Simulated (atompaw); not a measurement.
# u(r) = r·R(r): atom against pseudo-atom (Ga (Z = 31))

Columns: radius, all-electron u(r) and pseudo u(r) of the 4s shell (level -8.96 eV) of gallium in the configuration [Ar] 3d10 4s2 4p1; PBEsol, scalar-relativistic, PAW (atompaw) scheme, atompaw 4.2.0.5.

```json
{"r (bohr)": "0.090", "all-electron": "0.1023", "pseudo": "0.0670"}
{"r (bohr)": "0.181", "all-electron": "0.1675", "pseudo": "0.1341"}
{"r (bohr)": "0.271", "all-electron": "-0.0289", "pseudo": "0.1991"}
{"r (bohr)": "0.362", "all-electron": "-0.2204", "pseudo": "0.2628"}
{"r (bohr)": "0.452", "all-electron": "-0.3090", "pseudo": "0.3232"}
{"r (bohr)": "0.542", "all-electron": "-0.3005", "pseudo": "0.3805"}
{"r (bohr)": "0.633", "all-electron": "-0.2251", "pseudo": "0.4349"}
{"r (bohr)": "0.723", "all-electron": "-0.1147", "pseudo": "0.4846"}
{"r (bohr)": "0.813", "all-electron": "0.0094", "pseudo": "0.5300"}
{"r (bohr)": "0.904", "all-electron": "0.1345", "pseudo": "0.5714"}
{"r (bohr)": "0.994", "all-electron": "0.2497", "pseudo": "0.6075"}
{"r (bohr)": "1.085", "all-electron": "0.3534", "pseudo": "0.6392"}
{"r (bohr)": "1.175", "all-electron": "0.4416", "pseudo": "0.6657"}
{"r (bohr)": "1.265", "all-electron": "0.5153", "pseudo": "0.6874"}
{"r (bohr)": "1.356", "all-electron": "0.5758", "pseudo": "0.7048"}
{"r (bohr)": "1.446", "all-electron": "0.6229", "pseudo": "0.7175"}
{"r (bohr)": "1.537", "all-electron": "0.6590", "pseudo": "0.7262"}
{"r (bohr)": "1.627", "all-electron": "0.6845", "pseudo": "0.7308"}
{"r (bohr)": "1.717", "all-electron": "0.7013", "pseudo": "0.7318"}
{"r (bohr)": "1.808", "all-electron": "0.7105", "pseudo": "0.7295"}
{"r (bohr)": "1.898", "all-electron": "0.7132", "pseudo": "0.7241"}
{"r (bohr)": "1.988", "all-electron": "0.7103", "pseudo": "0.7160"}
{"r (bohr)": "2.079", "all-electron": "0.7028", "pseudo": "0.7052"}
{"r (bohr)": "2.169", "all-electron": "0.6915", "pseudo": "0.6923"}
{"r (bohr)": "2.260", "all-electron": "0.6769", "pseudo": "0.6770"}
{"r (bohr)": "2.350", "all-electron": "0.6600", "pseudo": "0.6600"}
```

Task: How many radial nodes do the two functions have?

Result: The all-electron 4s function has n − l − 1 = 3 (the table is too coarse to show those close to the nucleus); the pseudo-wave has 0, since the states of the same l below it are removed with the core.

Task: Is the pseudo-wave norm-conserving?

Result: No, it belongs to a PAW set: the norm inside the radius is not constrained, and the difference is carried by the augmentation charge.
